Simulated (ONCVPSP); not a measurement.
## calcium: ONCV pseudisation with PBE, scalar-relativistic reference atom.

- Element: Ca (Z = 20)
- Generator: ONCVPSP 4.0.1
- Type: optimised norm-conserving Vanderbilt (ONCV)
- Functional: PBE
- Relativity: scalar-relativistic
- Frozen core: [Ne]
- Valence charge: 10
- Reference configuration: 3s2 3p6 4s1.75 4p0.25
- Partial waves: 3s+4s: rc 1.70 bohr, ncon 3, nbas 6, qcut 9 1/bohr, 2 projectors; 3p+4p: rc 1.85 bohr, ncon 3, nbas 7, qcut 5.8 1/bohr, 2 projectors; d scattering state at 0.09 Ha: rc 1.55 bohr, ncon 4, nbas 6, qcut 6.8 1/bohr, local
- Local potential: the d channel
- Core correction: Teter function fitted to the true core (icmod 2), fcfact 0.6

In the d channel the program set the typed energies aside and used 0.050 Ha.

Results:

* Cutoffs needed: 20 Ha and 25 Ha (the cutoffs (Ha) at which the residual kinetic energy of the hardest occupied pseudo-wave falls to 1 and 0.1 mHa per electron)
* Ghost test: ghosts flagged at negative energy: s at -52.5 eV; no localised positive-energy state flagged; a true bound ghost makes a file unfit for plane-wave use
* Largest excitation error: -3.3 meV (all-electron minus pseudo) for 3s2 3p6 4s0 4p0, out of 4 test configurations
* rms error of d²Exc/dni dnj: 0.93 mHa without and 0.37 mHa with the model core

Generation and tests took about 2.4 s on one core of a shared server CPU.
